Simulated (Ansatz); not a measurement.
Program: Ansatz. Geometries: PBE0-D4/def2-TZVP. ΔE: electronic, gas phase. CBS: MP2 limit from def2 TZ/QZ plus the TZ coupled-cluster correction, frozen cores. Functionals use def2-TZVPP. B3LYP here is the variant with VWN-RPA as its local correlation; programs differ in this. def2 core potentials past Kr. For Ge, Hf, Se outer-core shells are correlated without core-valence functions, which leaves a few kJ/mol of doubt a bond. Scalar relativity is left out up to krypton. One conformer a species, not always the lowest.

`[CH3][Ge]([CH3])([Cl])[SeH]` + `[F][Hf]([SeH])([SeH])[SeH]` → `[SeH][Hf]([SeH])([SeH])[SeH]` + `[CH3][Ge]([CH3])([F])[Cl]`  (redistribution)

(1) Is it downhill or uphill in electronic energy at CCSD(T)/CBS, and by how much? (Best estimate.)

(2) What do these levels give: B3LYP-D4, ωB97X-V, PBE, HF/def2-TZVPP, MP2/def2-QZVPP, MP2/CBS(def2)? (Estimate.)

Largest T1 diagnostic among the species: 0.014.

Answers

(1) The calculation gave: Uphill: ΔE = +58.5 kJ/mol.

(2) Ansatz gave: B3LYP-D4 68.3, ωB97X-V 70.7, PBE 69.4, HF/def2-TZVPP 62.6, MP2/def2-QZVPP 50.9, MP2/CBS(def2) 52.1 kJ/mol.

In def2-TZVPP, CCSD(T) changes the Hartree–Fock value by −6.3 kJ/mol (the triples alone add −3.0 kJ/mol) and MP2 by −12.7 kJ/mol.
